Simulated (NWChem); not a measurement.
Molecule: CH5NSi, singlet; SMILES N[Si]C

```xyz
8

Si    -0.7075    -0.1049     0.0000
C      0.4244     1.4579     0.0000
H      0.1900     2.0818    -0.8743
H      1.5040     1.2579    -0.0037
H      0.1953     2.0777     0.8786
N      0.5213    -1.3185     0.0000
H      1.5252    -1.1608    -0.0002
H      0.2943    -2.3066     0.0001
```
Atoms are numbered in this order, from 1.

All runs: NWChem. Low-valent species are run as closed-shell singlets; no triplet was tried in these runs. All runs use the structure optimised with B3LYP/6-31G* (spherical d).

**Question.** Estimate the computed values for PBE/def2-TZVP. Quantities: highest occupied level (eV); orbital gap (eV); dipole (D).

**Answer.** 
* **highest occupied level (eV)**: -5.03
* **orbital gap (eV)**: 3.08
* **dipole (D)**: 1.96
